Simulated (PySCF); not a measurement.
SMILES C[SiH2]N[Si](O)(O)C at its GFN2-xTB optimised geometry (Å):

```
18

Si     0.9532     0.9122     0.0000
C      2.8479     0.9122     0.0000
N      0.4461     0.1427    -1.4582
Si    -1.1809    -0.1231    -1.9828
C     -2.2050    -1.2636    -0.8742
O     -0.9375    -0.7340    -3.4824
O     -2.0198     1.2748    -1.9949
H      0.4315     2.2869     0.0000
H      0.4505     0.2152     1.1956
H      3.2510     1.4095    -0.8769
H      3.2501    -0.0962     0.0217
H      3.2250     1.4321     0.8742
H      1.1326    -0.4031    -1.9508
H     -3.2510    -1.2620    -1.1636
H     -2.1520    -0.9409     0.1592
H     -1.8467    -2.2869    -0.9214
H     -1.6908    -0.9472    -4.0254
H     -1.5992     2.0736    -2.3022
```

Level of theory: CAM-B3LYP/def2-SVP in PySCF. Cells within 0.4 Å of a nucleus heavier than hydrogen are left out (blank, or x).

Map of the log10 of the electron density (e/bohr³), floored at −4 on the plane z = 0.0 Å:

```
|00000000000000000000000000000|
|00000000000000000000000000000|
|00000000000000000000000000000|
|00000000000000000000000000000|
|00000000000001122100000000000|
|00000000000012343321000000000|
|00000000000124555432111100000|
|00000000000235777643333321000|
|00000000001246898765455432100|
|00000000011246899766677653200|
|00000000112346788877888864210|
|0000000112234578xx889xx864310|
|0000000122234578xx899xx874310|
|00000123343345779978899875310|
|00001234555445677767789975210|
|00012356776544566655678864200|
|00013467997644455444456653100|
|00023468997643333322344432000|
|00023467887532221111112210000|
|00012456776532100000000000000|
|00001345565431000000000000000|
|00000123454321000000000000000|
|00000012333210000000000000000|
|00000001121100000000000000000|
|00000000000000000000000000000|
|00000000000000000000000000000|
|00000000000000000000000000000|
|00000000000000000000000000000|
|00000000000000000000000000000|
```
Scale: ten equal steps from -4.00 (start of '0') to -0.500 (end of '9'), in the order '0123456789'; x runs from -5.50 to 5.50, y from -5.50 (bottom) to 5.50 (top).
